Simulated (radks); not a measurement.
Kinetic energies: the exact non-interacting value of the Kohn-Sham orbitals and orbital-free approximations, in hartree. Species: K [Ar] 4s1; Cd+ [Kr] 4d10 5s1. All-electron calculation, non-relativistic Kohn-Sham, exchange-only LDA, spin-polarised, spherical densities, point nucleus. Program: a radial shooting solver on a logarithmic mesh with Libxc functionals. Every spin shell is full or empty, so the densities are truly spherical. Functionals are evaluated on that one density, not self-consistently.

functional            K      Cd+
exact           596.711  5457.54
Thomas-Fermi     554.93   5165.3
von Weizsacker   342.62   2296.5
TF + vW/9        593.00   5420.4
TF + vW/5        623.45   5624.6
APBEK            598.06   5464.3
revAPBEK         599.97   5474.2
Perdew 92        593.07   5420.9
Pearson          588.25   5406.8
DePristo-Kress   596.93   5452.7
Ernzerhof        596.22   5436.0
